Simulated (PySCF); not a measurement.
Compound: H₈NPSi₂.
Bonds: N1–Si2, Si2–P3, P3–Si4. Hydrogens: H5, H6 on N1; H7, H8 on Si2; H9 on P3; H10, H11, H12 on Si4.

Structure optimised with GFN2-xTB, isolated species.

Give the optimised bond lengths and angles.

```
                     bond  length (Å)
                   N1–Si2       1.725
                   Si2–P3       2.252
                   P3–Si4       2.224
             N1–H5, N1–H6       1.008
           Si2–H7, Si2–H8       1.463
                    P3–H9       1.379
Si4–H10, Si4–H11, Si4–H12       1.464
```

Bonds in one row agree within 0.01 Å and their mean is given. A selection of angles:
```
      angle  degrees
  Si2–N1–H5    118.3
   H5–N1–H6    109.1
  N1–Si2–P3    112.8
  N1–Si2–H7    106.3
  P3–Si2–H7    106.8
  P3–Si2–H8    112.8
  H7–Si2–H8    112.9
 Si2–P3–Si4    102.5
  Si2–P3–H9     95.3
  Si4–P3–H9     95.6
 P3–Si4–H10    107.3
 P3–Si4–H12    114.0
H10–Si4–H11    110.7
H10–Si4–H12    109.2
```

Dihedral angles: N1–Si2–P3–Si4 -85° (synclinal). The mirror-image conformer, all signs reversed, is as good.

P3 (three-coordinate phosphorus) is pyramidal (angles 102.5°, 95.6° and 95.3°, sum 293.4°, 0.91 Å off the plane of its three neighbours). Si4 (SiH3 silicon) is distorted tetrahedral (angles from 106.8° to 114.0°). The 2 P–Si bonds span 2.224 Å (P3–Si4, drawn single) to 2.252 Å (Si2–P3, drawn single), a spread of 0.028 Å. N1 (silicon-bound nitrogen) is pyramidal (angles 118.3°, 117.7° and 109.1°, sum 345.1°, 0.27 Å off the plane of its three neighbours). Si2 (SiH2 silicon) is distorted tetrahedral (angles from 105.2° to 112.9°).

Point group: C1 (no symmetry element, even within 0.4 Å). No frequency check. The numbers are those of one conformer (H–N1–Si2–P3 67° and -67°, N1–Si2–P3–Si4 -85°).

The numbers are calculated, not measured.
